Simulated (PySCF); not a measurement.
SMILES N#CC[SiH2]c1ccccc1, GFN2-xTB optimised geometry.

```
19

N     -1.87    -4.27     0.63
C     -1.22    -3.33     0.57
C     -0.44    -2.14     0.49
Si    -1.56    -0.67    -0.03
C     -0.53     0.91     0.00
C     -1.18     2.14     0.00
C     -0.47     3.33     0.00
C      0.92     3.31     0.00
C      1.58     2.10     0.00
C      0.87     0.91     0.00
H      0.02    -1.95     1.46
H      0.35    -2.30    -0.25
H     -2.08    -0.92    -1.38
H     -2.66    -0.56     0.93
H     -2.26     2.17     0.00
H     -0.99     4.27     0.00
H      1.47     4.23     0.00
H      2.66     2.07     0.00
H      1.40    -0.03     0.00
```

Density from PBE0/def2-SVP (PySCF) at that geometry.

Minimum of the electron density along straight lines between bonded atoms, close to the bond critical point (lines longer than 1.1 times the sum of covalent radii, or with two minima, are not listed):

| bond | length / Å | ρ at the minimum / e bohr⁻³ | ∇²ρ there / e bohr⁻⁵ | position (fraction from the first atom) |
|---|---|---|---|---|
| N1–C2 | 1.145 | 0.477 | ? | 0.66 |
| C2–C3 | 1.426 | 0.276 | ? | 0.54 |
| C3–Si4 | 1.920 | ? | 0.31 | 0.62 |
| Si4–C5 | 1.887 | 0.114 | 0.32 | 0.38 |
| C5–C6 | 1.393 | 0.306 | -0.76 | 0.50 |
| C6–C7 | 1.382 | 0.313 | -0.81 | 0.50 |
| C7–C8 | 1.385 | 0.312 | -0.80 | 0.50 |
| C8–C9 | 1.384 | 0.313 | -0.81 | 0.50 |
| C5–C10 | 1.393 | 0.305 | -0.76 | 0.50 |
| C9–C10 | 1.384 | 0.313 | -0.80 | 0.50 |
| C3–H11 | 1.091 | 0.271 | -0.99 | 0.64 |
| C3–H12 | 1.091 | 0.271 | -0.98 | 0.63 |
| Si4–H13 | 1.468 | 0.118 | 0.32 | 0.49 |
| Si4–H14 | 1.466 | 0.118 | 0.32 | 0.49 |
| C6–H15 | 1.080 | 0.284 | -1.08 | 0.63 |
| C7–H16 | 1.080 | 0.284 | -1.08 | 0.63 |
| C8–H17 | 1.080 | 0.284 | -1.09 | 0.63 |
| C9–H18 | 1.081 | 0.283 | -1.08 | 0.63 |
| C10–H19 | 1.081 | 0.283 | -1.07 | 0.63 |

Question: Fill in the missing entries.

Answer: 
- N1–C2, ∇²ρ there / e bohr⁻⁵: 0.40
- C2–C3, ∇²ρ there / e bohr⁻⁵: -0.69
- C3–Si4, ρ at the minimum / e bohr⁻³: 0.105
